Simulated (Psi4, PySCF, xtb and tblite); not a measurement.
Relaxed torsion scan: C4H14SSi2, SMILES CS[SiH2][Si](C)(C)C. Scanned: dihedral C1–S2–Si3–Si4; all other coordinates were relaxed at GFN2-xTB. Points at φ and −φ are mirror images. Heavy atoms are numbered in the order of the SMILES CS[SiH2][Si](C)(C)C, hydrogens after them in the order of the atoms that carry them; the mirror image has the same energies with the sign of each dihedral reversed.

GFN2-xTB (xtb and tblite); RKS-B3LYP/6-311+G** = restricted B3LYP/6-311+G**, spherical d, density fitting // GFN2-xTB run with PySCF; B3LYP-D3(BJ)/def2-SVP // GFN2-xTB (Psi4).

Energies in kcal/mol, each method relative to its own lowest point.

| φ / ° | GFN2-xTB | RKS-B3LYP/6-311+G** | B3LYP-D3(BJ)/def2-SVP |
|---|---|---|---|
| -160 | 0.3 | 0.3 | 0.3 |
| -140 | 0.9 | 1.0 | 1.1 |
| -120 | 1.4 | 1.5 | 1.5 |
| -100 | 1.1 | 1.2 | 1.0 |
| -80 | 0.6 | 0.7 | 0.3 |
| -60 | 0.4 | 1.0 | 0.3 |
| -40 | 0.8 | 1.6 | 0.7 |
| -20 | 1.5 | 2.6 | 1.7 |
| 0 | 2.0 | 3.2 | 2.3 |
| 20 | 1.5 | 2.6 | 1.7 |
| 40 | 0.8 | 1.6 | 0.7 |
| 60 | 0.4 | 1.0 | 0.3 |
| 80 | 0.6 | 0.7 | 0.3 |
| 100 | 1.1 | 1.2 | 1.0 |
| 120 | 1.4 | 1.5 | 1.5 |
| 140 | 0.9 | 1.0 | 1.1 |
| 160 | 0.3 | 0.3 | 0.3 |
| 180 | 0.0 | 0.0 | 0.0 |
